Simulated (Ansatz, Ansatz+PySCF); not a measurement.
```csv
atom,x (Å),y (Å),z (Å)
Si,0.0000,0.0000,-0.1342
H,0.0000,1.0962,0.9391
H,0.0000,-1.0962,0.9391
```

Basis set: def2-SVP (spherical functions). Frozen core: 5 orbitals. Charge 0, multiplicity 1.

Computed with Ansatz (development build ahead of 0.2.0); each method stands on the lowest determinant of its kind that the runs found. Restricted open shells among the atoms or ions are ROHF, correlated in semicanonical orbitals with singles. Restricted functionals stand beside restricted open-shell atoms, which can lie above the unrestricted atoms usual in DFT and then raise those values.

The atomization energy at this shape (free ground-state atoms in the same class of orbitals less the molecule, no zero-point energy) of singlet SiH₂:

```csv
method,atomization energy
ωB97X (restricted),152.43 kcal/mol
ωB97X (unrestricted),151.52 kcal/mol
r²SCAN (unrestricted),147.80 kcal/mol
r²SCAN (restricted),148.73 kcal/mol
PBE0 (unrestricted),146.04 kcal/mol
PBE0 (restricted),146.82 kcal/mol
PBE (restricted),147.60 kcal/mol
PBE (unrestricted),147.04 kcal/mol
RHF-MP2,136.21 kcal/mol
UHF-MP2,133.13 kcal/mol
UHF,110.62 kcal/mol
```

Question: What does RHF-CCSD(T) give?

Answer: 142.94 kcal/mol. Caution for UHF-MP2: another reference gives a lower total. Caution for UHF-MP2, UHF: the determinant breaks the point group; the unrestricted determinant is spin contaminated.
